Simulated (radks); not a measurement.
The numbers below are computed, except where a source is named.
Yb62.625+, configuration [He] 2s2 2p(1/2: 2, 3/2: 1.375) (fractional occupations, a model configuration). Level of theory: Dirac Kohn-Sham, PBE, spin-unpolarised, spherical densities, finite nucleus; Fermi nuclear charge, rms radius 5.3108 fm (a radial shooting solver on a logarithmic mesh with Libxc functionals). Some entries of the table are withheld. Estimate them.

orbital   occ.  eigenvalue (eV)  <1/r> (bohr^-1)  <r^2> (bohr^2)
1s1/2        2        -67393.94            80.73             (1)
2s1/2        2        -15925.96              (2)             (3)
2p1/2        2              (4)              (5)             (6)
2p3/2    1.375              (7)              (8)             (9)

Answer. 
(1) 1s1/2 <r^2> (bohr^2): 0.0005276
(2) 2s1/2 <1/r> (bohr^-1): 20.12
(3) 2s1/2 <r^2> (bohr^2): 0.007661
(4) 2p1/2 eigenvalue (eV): -15609.85
(5) 2p1/2 <1/r> (bohr^-1): 20.02
(6) 2p1/2 <r^2> (bohr^2): 0.005437
(7) 2p3/2 eigenvalue (eV): -14482.07
(8) 2p3/2 <1/r> (bohr^-1): 17.23
(9) 2p3/2 <r^2> (bohr^2): 0.006508
